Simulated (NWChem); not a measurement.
System: Si₃H₇ cation

Here is an NWChem input.

```
start job
memory heap 200 mb stack 900 mb global 1100 mb
charge 1
geometry units angstroms
  Si     2.232453     0.323561     0.218378
  Si     0.028155    -0.328377    -0.400838
  Si    -2.259814    -0.005102     0.170951
  H      2.911323    -0.876030     0.716004
  H      2.070940     1.329428     1.272652
  H      2.883050     0.885635    -0.968342
  H      0.108656    -1.256758    -1.543173
  H     -2.905954    -1.318463     0.243768
  H     -2.835104     0.845770    -0.874144
  H     -2.255046     0.666739     1.473937
end
basis spherical
  * library def2-svp
end
dft
  xc pbe0
  iterations 150
end
driver
  maxiter 120
end
task dft optimize
task dft freq
```

Output (shortened):

```
             Northwest Computational Chemistry Package (NWChem) 7.3.0
             --------------------------------------------------------

 C1  symmetry detected

                             Geometry "geometry" -> ""
                             -------------------------

 Output coordinates in angstroms (scale by  1.889725989 to convert to a.u.)

  No.       Tag          Charge          X              Y              Z
 ---- ---------------- ---------- -------------- -------------- --------------
    1 Si                  14.0000     0.24754285     2.25227314    -0.00011290
    2 Si                  14.0000    -0.52323928    -0.00012023    -0.00061976
    3 Si                  14.0000     0.24757930    -2.25225030     0.00001085
    4 H                    1.0000    -0.16286810     2.84697142    -1.27502917
    5 H                    1.0000     1.70705375     2.17570573     0.11527303
    6 H                    1.0000    -0.35000139     2.92964265     1.15384526
    7 H                    1.0000    -1.99744495     0.00038521     0.00366220
    8 H                    1.0000    -0.49103927    -2.99172633    -1.02728373
    9 H                    1.0000     0.00874151    -2.77486136     1.34797209
   10 H                    1.0000     1.67919833    -2.18475390    -0.30833433

 Effective nuclear repulsion energy (a.u.)     176.1074762763

                                Z-matrix (autoz)
                                --------

 Units are Angstrom for bonds and degrees for angles

      Type          Name      I     J     K     L     M      Value
      ----------- --------  ----- ----- ----- ----- ----- ----------
    1 Stretch                  1     2                       2.38063
    2 Stretch                  1     4                       1.46544
    3 Stretch                  1     5                       1.46607
    4 Stretch                  1     6                       1.46544
    5 Stretch                  2     3                       2.38039
    6 Stretch                  2     7                       1.47421
    7 Stretch                  3     8                       1.46551
    8 Stretch                  3     9                       1.46532
    9 Stretch                  3    10                       1.46600
   10 Bend                     1     2     3               142.21462
   11 Bend                     1     2     7               108.87148
   12 Bend                     2     1     4               107.04335
   13 Bend                     2     1     5               105.83862
   14 Bend                     2     1     6               107.78696
   15 Bend                     2     3     8               108.30088
   16 Bend                     2     3     9               106.55282
   17 Bend                     2     3    10               105.81960
   18 Bend                     3     2     7               108.91364
   19 Bend                     4     1     5               111.62154
   20 Bend                     4     1     6               112.53795
   21 Bend                     5     1     6               111.59848
   22 Bend                     8     3     9               112.50274
   23 Bend                     8     3    10               111.59074
   24 Bend                     9     3    10               111.65865
   25 Torsion                  1     2     3     8        -132.44308
   26 Torsion                  1     2     3     9         106.30209
   27 Torsion                  1     2     3    10         -12.67132
   28 Torsion                  3     2     1     4         114.53295
   29 Torsion                  3     2     1     5          -4.64866
   30 Torsion                  3     2     1     6        -124.17671
   31 Torsion                  4     1     2     7         -65.68761
   32 Torsion                  5     1     2     7         175.13079
   33 Torsion                  6     1     2     7          55.60274
   34 Torsion                  7     2     3     8          47.77753
   35 Torsion                  7     2     3     9         -73.47731
   36 Torsion                  7     2     3    10         167.54928

                           NWChem Geometry Optimization
                           ----------------------------

 maximum gradient threshold         (gmax) =   0.000450
 rms gradient threshold             (grms) =   0.000300
 maximum cartesian step threshold   (xmax) =   0.001800
 rms cartesian step threshold       (xrms) =   0.001200
 fixed trust radius                (trust) =   0.300000
 source of zmatrix                         =   autoz

          -------------------
          Energy Minimization
          -------------------

 Using diagonal initial Hessian
 Scaling for Hessian diagonals: bonds = 1.00  angles = 0.25  torsions = 0.10

          --------
          Step   0

                                 NWChem DFT Module
                                 -----------------

 Summary of "ao basis" -> "ao basis" (spherical)
 ------------------------------------------------------------------------------
       Tag                 Description            Shells   Functions and Types
 ---------------- ------------------------------  ------  ---------------------
 Si                         def2-svp                 8       18   4s3p1d
 H                          def2-svp                 3        5   2s1p

[...]

      ----------------------
      Optimization converged
      ----------------------

  Step       Energy      Delta E   Gmax     Grms     Xrms     Xmax
  ---- ---------------- -------- -------- -------- -------- --------
@    7    -871.70362007 -3.3D-07  0.00008  0.00003  0.00069  0.00152
                                     ok       ok       ok       ok

                                Z-matrix (autoz)
                                --------

 Units are Angstrom for bonds and degrees for angles

[...]

 Rotational Constants
 --------------------
 A=   0.483797 cm-1  (  0.696060 K)
 B=   0.055025 cm-1  (  0.079167 K)
 C=   0.051271 cm-1  (  0.073766 K)

 Temperature                      =   298.15K
 frequency scaling parameter      =   1.0000

 Zero-Point correction to Energy  =   35.626 kcal/mol  (  0.056774 au)
 Thermal correction to Energy     =   40.566 kcal/mol  (  0.064646 au)
 Thermal correction to Enthalpy   =   41.158 kcal/mol  (  0.065590 au)

 Total Entropy                    =   90.233 cal/mol-K
   - Translational                =   39.419 cal/mol-K (mol. weight =  90.9856)
   - Rotational                   =   26.560 cal/mol-K (symmetry #  =        1)
   - Vibrational                  =   24.255 cal/mol-K

 Cv (constant volume heat capacity) =   25.766 cal/mol-K
   - Translational                  =    2.979 cal/mol-K
   - Rotational                     =    2.979 cal/mol-K
   - Vibrational                    =   19.807 cal/mol-K

[normal modes left out]

 ----------------------------------------------------------------------------
 Normal Eigenvalue ||           Projected Infra Red Intensities
  Mode   [cm**-1]  || [atomic units] [(debye/angs)**2] [(KM/mol)] [arbitrary]
 ------ ---------- || -------------- ----------------- ---------- -----------
    1       -0.000 ||    0.008830           0.204         8.608       3.359
    2       -0.000 ||    0.006522           0.150         6.358       2.481
    3       -0.000 ||    0.009168           0.212         8.938       3.488
    4        0.000 ||    0.004160           0.096         4.055       1.582
    5        0.000 ||    0.000360           0.008         0.351       0.137
    6        0.000 ||    0.004754           0.110         4.634       1.808
    7       15.464 ||    0.000693           0.016         0.676       0.264
    8       27.697 ||    0.000357           0.008         0.348       0.136
    9       97.344 ||    0.003386           0.078         3.300       1.288
   10      312.742 ||    0.002375           0.055         2.316       0.904
   11      340.138 ||    0.013898           0.321        13.549       5.287
   12      356.842 ||    0.000710           0.016         0.692       0.270
   13      418.419 ||    0.005735           0.132         5.591       2.182
   14      478.587 ||    0.000210           0.005         0.205       0.080
   15      551.034 ||    0.008578           0.198         8.362       3.263
   16      553.926 ||    0.009072           0.209         8.843       3.451
   17      725.051 ||    0.347961           8.028       339.210     132.369
   18      810.737 ||    0.164315           3.791       160.182      62.508
   19      823.805 ||    0.026440           0.610        25.775      10.058
   20      885.431 ||    0.000420           0.010         0.410       0.160
   21      888.531 ||    0.059129           1.364        57.642      22.494
   22      898.120 ||    0.001084           0.025         1.056       0.412
   23      903.048 ||    0.056553           1.305        55.131      21.513
   24     2233.276 ||    0.001414           0.033         1.379       0.538
   25     2237.959 ||    0.000485           0.011         0.473       0.185
   26     2243.484 ||    0.012681           0.293        12.362       4.824
   27     2263.254 ||    0.004868           0.112         4.745       1.852
   28     2267.232 ||    0.007343           0.169         7.159       2.793
   29     2299.727 ||    0.001470           0.034         1.433       0.559
   30     2300.756 ||    0.025646           0.592        25.001       9.756
 ----------------------------------------------------------------------------
```

Level: PBE0/def2-SVP.
